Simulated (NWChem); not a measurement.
System: HSeF; SMILES [SeH]F

Program: NWChem. All runs use the structure optimised with B3LYP/6-31G* (spherical d). B3LYP is NWChem's, with the RPA form of VWN correlation.

For level B3LYP/pcseg-2:

```
Item        Value
----------  -----
dipole (D)   2.03
```

Problem. Estimate the same quantities for level B3LYP/aug-pcseg-1.

Solution. dipole (D): 1.91
